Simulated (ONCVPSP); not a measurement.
Cu: variants of one ONCV potential

Base potential:

ONCVPSP 4.0.1 input, shortened (lines: element, Z, core and valence counts, functional; n l f; lmax; l rc ep ncon nbas qcut; lloc lpopt rc5 dvloc0; l nproj debl; icmod fcfact rcfact), BLYP, scalar-relativistic:

```
  Cu 29.00    3    4  -106131      upf
    1    0    2.00
    2    0    2.00
    2    1    6.00
    3    0    2.00
    3    1    6.00
    3    2   10.00
    4    0    1.00
    3
    0    1.40    0.00    4    9   10.70
    1    0.90    0.00    4    7   15.80
    2    1.60    0.00    5    9    7.80
    3    1.55    0.13    4    9    6.20
    4    5    0.65    6.00
    0    2    0.70
    1    1    3.70
    2    2    0.80
    3    2    3.80
    0    0.00    0.00
```

All-electron outer shells of the reference configuration (BLYP, scalar-relativistic, ld1.x):

```csv
shell,level (eV),outermost node (bohr),outermost maximum (bohr)
2p,-917.44,–,0.16
3s,-114.50,0.29,0.61
3p,-72.02,0.26,0.62
3d,-5.01,–,0.60
4s,-4.65,0.89,2.27
```

Cutoffs, loose and tight: the cutoffs (Ha) at which the residual kinetic energy of the hardest occupied pseudo-wave falls to 1 and 0.1 mHa per electron. They do not see the model core or the augmentation charge, which bear on the density cutoff. Test errors are all-electron minus pseudo excitation energies from the reference, over the configurations 3s2 3p6 3d10 4s0; 3s2 3p6 3d9 4s0; 3s2 3p6 3d8 4s0; 3s2 3p6 3d9 4s1 4p1. A dash means not determined; rows that change the core or the reference have their own tests. The largest error is taken over the tests solved by every variant that gives reliable tests at all: 3s2 3p6 3d10 4s0; 3s2 3p6 3d9 4s0; 3s2 3p6 3d9 4s1 4p1.

| change | outcome | cutoff, loose | cutoff, tight | bound ghosts | GHOST(+) flags above zero | largest test error (meV) |
| --- | --- | --- | --- | --- | --- | --- |
| base | generated | 96 Ha | 117 Ha | none | f | +61 |
| all radii scaled by about 0.77 (s 1.08, p 0.70, d 1.24, f 1.20 bohr); local potential polynomial inside 0.50 bohr (lpopt 5, dvloc0 6 Ha) | generated | 193 Ha | 213 Ha | none | s, d, f | +26 |
| all radii scaled by about 0.83 (s 1.16, p 0.74, d 1.32, f 1.28 bohr); local potential polynomial inside 0.54 bohr (lpopt 5, dvloc0 6 Ha) | generated | 169 Ha | 186 Ha | none | f | +31 |
| all radii scaled by about 0.89 (s 1.24, p 0.80, d 1.42, f 1.38 bohr); local potential polynomial inside 0.58 bohr (lpopt 5, dvloc0 6 Ha) | generated | 139 Ha | 156 Ha | none | s, f | +40 |
| all radii scaled by about 0.95 (s 1.34, p 0.86, d 1.52, f 1.48 bohr); local potential polynomial inside 0.62 bohr (lpopt 5, dvloc0 6 Ha) | generated | 116 Ha | 134 Ha | none | f | +51 |
| all radii scaled by about 1.07 (s 1.50, p 0.96, d 1.72, f 1.66 bohr); local potential polynomial inside 0.70 bohr (lpopt 5, dvloc0 6 Ha) | generated | 43 Ha | 97 Ha | none | f | +78 |
| all radii scaled by about 1.25 (s 1.76, p 1.12, d 2.00, f 1.94 bohr); local potential polynomial inside 0.82 bohr (lpopt 5, dvloc0 6 Ha) | generated | 44 Ha | 70 Ha | none | none | +130 |
| all radii scaled by about 1.31 (s 1.82, p 1.18, d 2.10, f 2.02 bohr); local potential polynomial inside 0.84 bohr (lpopt 5, dvloc0 6 Ha) | generated | 52 Ha | 65 Ha | none | none | +155 |

Question: What comes out with this change to the base: all radii scaled by about 1.14 (s 1.60, p 1.02, d 1.82, f 1.76 bohr); local potential polynomial inside 0.74 bohr (lpopt 5, dvloc0 6 Ha)?

Answer: outcome: generated; cutoff, loose: 45 Ha; cutoff, tight: 81 Ha; bound ghosts: none; GHOST(+) flags above zero: f; largest test error (meV): +87.

Question: What comes out with this change to the base: all radii scaled by about 1.20 (s 1.68, p 1.08, d 1.92, f 1.86 bohr); local potential polynomial inside 0.78 bohr (lpopt 5, dvloc0 6 Ha)?

Answer: outcome: generated; cutoff, loose: 45 Ha; cutoff, tight: 54 Ha; bound ghosts: none; GHOST(+) flags above zero: f; largest test error (meV): +127.

Reading the sweep of the scale of all radii (base = 1) (base included, trends over the rows without a ghost): The loose cutoff is not monotonic: lowest 43 Ha at 1.07, highest 193 Ha at 0.77.
